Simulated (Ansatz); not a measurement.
Consider the formal exchange of groups at the Se–Si bond: `[SeH][SiH2]Br` + `N[SiH2][AlH2]` → `N[SiH2][AlH][SeH]` + `[SiH3]Br`.

Gas-phase electronic energies from Ansatz, PBE0-D4/def2-TZVP geometries. CBS: MP2 limit from def2 TZ/QZ plus the TZ coupled-cluster correction, frozen cores. DFT in def2-TZVPP. For Br, Se outer-core shells are correlated without core-valence functions, which leaves a few kJ/mol of doubt a bond. Scalar relativity is left out up to krypton. Each species was taken in one conformer, which may not be the lowest.

`[SeH][SiH2]Br`:

Z-matrix (Å, degrees):
```
Si
Br 1 2.221
Se 1 2.263 2 113.4
H 1 1.479 2 108.3 3 -116.8
H 1 1.479 2 106.6 3 122.6
H 3 1.469 1 92.5 2 70.5
```

`N[SiH2][AlH2]`:

Cartesian coordinates in Å:
```
N 0.095 -1.189 -1.177
Si 0.753 -0.234 0.108
Al -0.905 1.438 0.811
H -0.875 -1.459 -1.142
H 0.650 -1.914 -1.605
H 1.997 0.414 -0.403
H 1.210 -1.020 1.305
H -0.488 2.692 1.696
H -2.437 1.273 0.406
```

`N[SiH2][AlH][SeH]`:

Z-matrix (Å, degrees):
```
Si
Al 1 2.464
N 1 1.736 2 114.0
H 1 1.492 2 110.2 3 -120.5
H 1 1.492 2 110.3 3 120.8
Se 2 2.329 1 111.5 3 0.3
H 2 1.588 1 131.3 3 -179.6
H 3 1.009 1 118.2 2 67.1
H 3 1.009 1 118.1 2 -68.9
H 6 1.469 2 93.8 1 -180.0
```

`[SiH3]Br`:

Z-matrix (Å, degrees):
```
Si
Br 1 2.219
H 1 1.480 2 108.4
H 1 1.481 2 108.4 3 -120.0
H 1 1.481 2 108.4 3 120.0
```

```
            species  PBE-D4 energy (Eh)
    `[SeH][SiH2]Br`         -5266.18946
    `N[SiH2][AlH2]`          -589.95765
`N[SiH2][AlH][SeH]`         -2991.22091
         `[SiH3]Br`         -2864.95189
```

Question: Work out ΔE.

Answer: ΔE = (-2991.22091) + (-2864.95189) − (-5266.18946) − (-589.95765) = -0.02569 Eh = -0.70 eV. CCSD(T)/CBS gives -0.71 eV.

Largest T1 diagnostic among the species: 0.011.
